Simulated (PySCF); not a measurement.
Exercise with solution: entropy of an ideal gas

F4Te, SMILES F[Te-](F)(F)F, charge -1, multiplicity 2.

Coordinates come from a PBE-D3(BJ)/def2-SVPD optimisation. The def2 effective core potentials stand for the cores of Te; spin–orbit coupling is left out.

PBE-D3(BJ)/def2-SVPD (PySCF) gives the harmonic wavenumbers 114, 132, 138, 209, 266, 362, 446, 467, 500 cm⁻¹ and the rotational temperatures 0.1734, 0.1074, 0.1011 K. The molar mass is 203.59 g/mol, the symmetry number 2, the spin multiplicity 2.

**Question.** Work out the entropy at 298.15 K and 1 atm in the rigid-rotor, harmonic-oscillator model.

**Answer.** 
Translation (Sackur–Tetrode at 1 atm): S = R[1.5 ln M + 2.5 ln T − 1.16487] = 175.0 J/(mol K).
Rotation: q = (√π/σ) T^1.5/√(θA θB θC) = 105000, S = R[ln q + 3/2] = 108.6 J/(mol K).
Vibration: with u = 1.4388 ν/T, each mode gives R[u/(e^u − 1) − ln(1 − e^−u)]:
```csv
ν (cm⁻¹),modes,u,S (J/(mol K))
114,1,0.55,13.39
132,1,0.64,12.20
138,1,0.67,11.85
209,1,1.01,8.59
266,1,1.28,6.79
362,1,1.75,4.66
446,1,2.15,3.38
467,1,2.25,3.12
500,1,2.41,2.75
```
These are all the modes. Sum 66.7 J/(mol K).
Spin: R ln 2 = 5.8 J/(mol K).
Total 356.1 J/(mol K); the program's own thermochemistry gives 356.1. Translation makes up 49 % and vibration 19 %. Anharmonicity, hindered rotation and orbital degeneracy are left out.
